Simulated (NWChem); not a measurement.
The numbers come from NWChem runs, not from measurements. System: F3Ge, charge 0, spin multiplicity 2, at a geometry optimised with UPBE/def2-SVP. The structure started from a generated list of species. Its SCF solution wasn't tested for a lower state. Level: UMP2/def2-TZVP, 12 core orbitals frozen.

Output (cleaned and shortened):

```
             Northwest Computational Chemistry Package (NWChem) 7.3.0
             --------------------------------------------------------

                                NWChem Input Module
                                -------------------

 Scaling coordinates for geometry "geometry" by  1.889725989
 (inverse scale =  0.529177249)

 Turning off AUTOSYM since
 SYMMETRY directive was detected!

                             Geometry "geometry" -> ""
                             -------------------------

 Output coordinates in angstroms (scale by  1.889725989 to convert to a.u.)

  No.       Tag          Charge          X              Y              Z
 ---- ---------------- ---------- -------------- -------------- --------------
    1 F                    9.0000     0.36287700     0.81037000     1.40512400
    2 Ge                  32.0000    -0.30395300     0.00090200     0.00000000
    3 F                    9.0000     0.36287700     0.81037000    -1.40512400
    4 F                    9.0000     0.35496900    -1.62394700     0.00000000

 Effective nuclear repulsion energy (a.u.)     306.5131087096

            Nuclear Dipole moment (a.u.)
            ----------------------------
        X                 Y               Z
 ---------------- ---------------- ----------------
     0.0000207870     0.0000018897     0.0000000000

      Symmetry information
      --------------------

 Group name             Cs
 Group number              2
 Group order               2
 No. of unique centers     3

      Symmetry unique atoms

     1    2    4


 Summary of "ao basis" -> "" (spherical)
 ------------------------------------------------------------------------------
       Tag                 Description            Shells   Functions and Types
 ---------------- ------------------------------  ------  ---------------------
 *                         def2-tzvp                  on all atoms

 Summary of "ao basis" -> "ao basis" (spherical)
 ------------------------------------------------------------------------------
       Tag                 Description            Shells   Functions and Types
 ---------------- ------------------------------  ------  ---------------------
 F                         def2-tzvp                11       31   5s3p2d1f
 Ge                        def2-tzvp                16       48   6s5p4d1f

                                 NWChem SCF Module
                                 -----------------

  ao basis        = "ao basis"
  functions       =   141
  atoms           =     4
  alpha electrons =    30
  beta  electrons =    29
  charge          =   0.00
  wavefunction    = UHF
  use symmetry    = T
  symmetry adapt  = T

 Summary of "ao basis" -> "ao basis" (spherical)
 ------------------------------------------------------------------------------
       Tag                 Description            Shells   Functions and Types
 ---------------- ------------------------------  ------  ---------------------
 F                         def2-tzvp                11       31   5s3p2d1f
 Ge                        def2-tzvp                16       48   6s5p4d1f

      Symmetry analysis of basis
      --------------------------

        a'         84
        a"         57

 Forming initial guess at       0.1s

   Symmetry analysis of molecular orbitals - initial alpha
   -------------------------------------------------------

  Numbering of irreducible representations:

     1 a'          2 a"

  Orbital symmetries:

     1 a'          2 a'          3 a'          4 a"          5 a'
     6 a"          7 a'          8 a'          9 a'         10 a'
    11 a"         12 a'         13 a"         14 a'         15 a'
    16 a"         17 a'         18 a'         19 a'         20 a"
    21 a'         22 a'         23 a"         24 a'         25 a'
    26 a"         27 a'         28 a"         29 a"         30 a'
    31 a"         32 a'         33 a'         34 a'         35 a'
    36 a'         37 a"         38 a"         39 a'         40 a'

   Symmetry analysis of molecular orbitals - initial beta
   ------------------------------------------------------

  Numbering of irreducible representations:

     1 a'          2 a"
[...]
          -0.720246649479         318.602994424626           0.000000000000
           0.000000000000           0.000000000000         318.729129188079

  Mulliken analysis of the total density
  --------------------------------------

    Atom       Charge   Shell Charges
 -----------   ------   -------------------------------------------------------
    1 F    9     9.45   0.77  1.20  0.60  1.01  0.35  2.22  2.27  1.01  0.00  0.01  0.00
    2 Ge  32    30.66   2.00  2.00  1.16  0.80  0.76  0.37  5.98  4.41  1.59  0.91  0.20  8.96  1.08  0.18  0.14  0.13
    3 F    9     9.45   0.77  1.20  0.60  1.01  0.35  2.22  2.27  1.01  0.00  0.01  0.00
    4 F    9     9.45   0.77  1.20  0.60  1.01  0.35  2.22  2.27  1.01  0.00  0.01  0.00

  Mulliken analysis of the alpha density
  --------------------------------------

    Atom       Charge   Shell Charges
 -----------   ------   -------------------------------------------------------
    1 F    9     4.75   0.39  0.60  0.30  0.51  0.17  1.14  1.15  0.49  0.00  0.00  0.00
    2 Ge  32    15.74   1.00  1.00  0.58  0.39  0.49  0.32  2.99  2.21  0.79  0.56  0.16  4.47  0.54  0.09  0.07  0.07
    3 F    9     4.75   0.39  0.60  0.30  0.51  0.17  1.14  1.15  0.49  0.00  0.00  0.00
    4 F    9     4.75   0.39  0.60  0.30  0.51  0.17  1.14  1.15  0.49  0.00  0.00  0.00

   Mulliken analysis of the beta density
   -------------------------------------

    Atom       Charge   Shell Charges
 -----------   ------   -------------------------------------------------------
    1 F    9     4.69   0.39  0.60  0.30  0.50  0.18  1.09  1.12  0.52  0.00  0.00  0.00
    2 Ge  32    14.92   1.00  1.00  0.57  0.41  0.27  0.05  2.99  2.20  0.80  0.35  0.05  4.49  0.54  0.09  0.06  0.06
    3 F    9     4.69   0.39  0.60  0.30  0.50  0.18  1.09  1.12  0.52  0.00  0.00  0.00
    4 F    9     4.69   0.39  0.60  0.30  0.50  0.18  1.09  1.12  0.52  0.00  0.00  0.00

   Mulliken analysis of the spin density
   -------------------------------------

    Atom       Charge   Shell Charges
 -----------   ------   -------------------------------------------------------
    1 F    9     0.06   0.00 -0.00  0.00  0.00 -0.01  0.05  0.03 -0.02  0.00 -0.00  0.00
    2 Ge  32     0.82   0.00  0.00  0.01 -0.02  0.22  0.26  0.00  0.01 -0.01  0.21  0.11 -0.01  0.01  0.01  0.01  0.00
    3 F    9     0.06   0.00 -0.00  0.00  0.00 -0.01  0.05  0.03 -0.02  0.00 -0.00  0.00
    4 F    9     0.06   0.00 -0.00  0.00  0.00 -0.01  0.05  0.03 -0.02  0.00 -0.00  0.00

       Multipole analysis of the density wrt the origin
       ------------------------------------------------

     L   x y z        total         alpha         beta         nuclear
     -   - - -        -----         -----         ----         -------
     0   0 0 0     -0.000000    -30.000000    -29.000000     59.000000

     1   1 0 0     -1.077552      0.314781     -1.392354      0.000021
     1   0 1 0      0.003046     -0.001083      0.004127      0.000002
     1   0 0 1     -0.000000     -0.000000     -0.000000      0.000000

     2   2 0 0    -21.632896    -24.906182    -19.798144     23.071430
     2   1 1 0     -0.014985     -0.174975     -0.184019      0.344010
     2   1 0 1     -0.000000      0.000000     -0.000000      0.000000
     2   0 2 0    -26.144704    -77.628777    -75.486734    126.970807
     2   0 1 1      0.000000      0.000000      0.000000      0.000000
     2   0 0 2    -26.142156    -77.597293    -75.455926    126.911063

                   NWChem MP2 Semi-direct Energy/Gradient Module
                   ---------------------------------------------

  Basis functions       =    141
  Molecular orbitals    =    141
  Frozen core           =     12
  Frozen virtuals       =      0
  Active alpha occupied =     18
  Active beta occupied  =     17
  Active alpha virtual  =    111
  Active beta virtual   =    112
  Use MO symmetry       = T
  Use skeleton AO sym   = T

  AO/Fock/Back tols     =   1.0D-09  1.0D-09  1.0D-09

 GA uses MA = F    GA memory limited = T

 Available:
  local mem=  1.26D+08
 global mem=  1.44D+08
 local disk=  0.00D+00
  mp2_memr nvloc                   111
  nvloc new                   111
   1 passes of  18:        5242880                     140417                  62782833.
   1 passes of  18: M    126147367           G      144139438           F     120904487.

 Semi-direct pass number   1 of   1  for UHF alpha       at       10.6s
  vrange nnbf                  9237
  mp2_eaftype                   239  avail_ma_in_mb                  1099
 EAF : mp2_eaftype filesize         239   31391416.
  mp2_eaf for mointskh                    239
Node 0 wrote    147.6 Mb in      0.3 s     Agg I/O rate:   582.4 Mb/s
 Done moints_semi at       25.2s
  mp2_eaftype                   239  avail_ma_in_mb                   860
 EAF : mp2_eaftype filesize         239   31391416.
  mp2_eaf for kh                   239
 Done maket at       26.2s
 Done multipass loop at       26.2s

 GA uses MA = F    GA memory limited = T

 Available:
  local mem=  1.26D+08
 global mem=  1.44D+08
 local disk=  0.00D+00
  mp2_memr nvloc                   112
  nvloc new                   112
   1 passes of  17:        5242880                     135719                  59830687.
   1 passes of  17: M    126147367           G      144139438           F     120904487.

 Semi-direct pass number   1 of   1  for UHF beta        at       26.3s
  vrange nnbf                  9237
  mp2_eaftype                   228  avail_ma_in_mb                  1099
 EAF : mp2_eaftype filesize         228   29915344.
  mp2_eaf for mointskh                    228
Node 0 wrote    140.7 Mb in      0.2 s     Agg I/O rate:   729.4 Mb/s
 Done moints_semi at       40.7s
  mp2_eaftype                   228  avail_ma_in_mb                   871
 EAF : mp2_eaftype filesize         228   29915344.
  mp2_eaf for kh                   228
 Done maket at       41.7s
 Done multipass loop at       41.7s

          -------------------------------------------
          SCF energy               -2373.903164320609
          Correlation energy          -0.976456574885
          Singlet pairs                0.000000000000
          Triplet pairs                0.000000000000
          Total MP2 energy         -2374.879620895495
          -------------------------------------------

          ---------------------------------------------------
                    Spin Component Scaled (SCS) MP2
          Same spin pairs                     -0.273300918608
          Same spin scaling factor             0.333333333333
          Opposite spin pairs                 -0.703155656277
          Opposite spin scaling fact.          1.200000000000
          SCS-MP2 correlation energy          -0.934887093735
          Total SCS-MP2 energy             -2374.838051414345
          ---------------------------------------------------

 -----------------------
 Performance information
 -----------------------

 Timer overhead =  1.38D-07 seconds/call

               Nr. of calls         CPU time (s)                 Wall time (s)                GFlops
             ---------------    -------------------     ------------------------------   -------------------
Name         Min   Avg   Max    Min     Avg     Max     Min     Avg     Max   Mx/calls   Min     Max     Sum
mp2: moin     2     2     2    29.     29.     29.      29.     29.     29.     15.      0.0     0.0     0.0
mp2: make     2     2     2    1.9     1.9     1.9      1.9     1.9     1.9    0.95      0.0     0.0     0.0
mp2: tota     1     1     1    31.     31.     31.      31.     31.     31.     31.      0.0     0.0     0.0

 The average no. of pstat calls per process was 5.00D+00
 with a timing overhead of 6.88D-07s

 Task  times  cpu:       41.7s     wall:       41.7s

 Total times  cpu:       41.7s     wall:       41.7s
```

Q: Write an NWChem input that would produce this output.

A: Several could match; the one computed here: 
```
start mol
memory heap 200 mb stack 900 mb global 1100 mb
geometry units angstroms nocenter noautoz
  F      0.362877     0.810370     1.405124
  Ge    -0.303953     0.000902     0.000000
  F      0.362877     0.810370    -1.405124
  F      0.354969    -1.623947     0.000000
  symmetry group Cs
end
basis spherical
  * library def2-tzvp
end
scf
  uhf
  nopen 1
  maxiter 100
  thresh 1e-7
  semidirect memsize 60000000 filesize 0
  # guess.movecs holds the orbitals of an unrestricted PBE0 run
  vectors input guess.movecs output mol.movecs
end
mp2
  freeze core 12
end
task mp2 energy
```
